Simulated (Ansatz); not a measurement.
Consider the ligand exchange at a B–N bond: `BN([SiH3])[SiH2]F` + `N=C(N)F` → `BNC(=N)F` + `F[SiH2]N[SiH3]`.

Gas-phase electronic energies from Ansatz, PBE0-D4/def2-TZVP geometries. CBS: MP2 limit from def2 TZ/QZ plus the TZ coupled-cluster correction, frozen cores. This one scheme is used for every species. DFT in def2-TZVPP. B3LYP here is the variant with VWN-RPA as its local correlation; programs differ in this. One conformer a species, not always the lowest.

Q: Is it downhill or uphill in electronic energy at CCSD(T)/CBS, and by how much? (An estimate is asked.)

A: The calculation gave: Downhill: ΔE = -5.7 kJ/mol.

Q: What do these levels give: PBE0-D4, ωB97X-V, ωB97M-V, PBE, r2SCAN, B3LYP, MP2/def2-TZVPP, SCS-MP2/def2-TZVPP, CCSD/def2-TZVPP, HF/def2-QZVPP, SCS-MP2/def2-QZVPP, HF/CBS(def2)? (Estimate.)

A: Computed: PBE0-D4 -3.7, ωB97X-V -5.2, ωB97M-V -4.9, PBE -6.9, r2SCAN -4.6, B3LYP -9.8, MP2/def2-TZVPP -3.1, SCS-MP2/def2-TZVPP -4.8, CCSD/def2-TZVPP -6.4, HF/def2-QZVPP -9.6, SCS-MP2/def2-QZVPP -4.9, HF/CBS(def2) -9.6 kJ/mol.

Largest T1 diagnostic among the species: 0.014.

The D4 term adds +4.5 kJ/mol with B3LYP and +2.4 kJ/mol with PBE0; it sums over pairs of atoms, weighted by their polarisabilities, and B3LYP, whose exchange is more repulsive, gets the larger term. In def2-TZVPP, CCSD(T) changes the Hartree–Fock value by +3.9 kJ/mol (the triples alone add +0.8 kJ/mol) and MP2 by +6.5 kJ/mol.
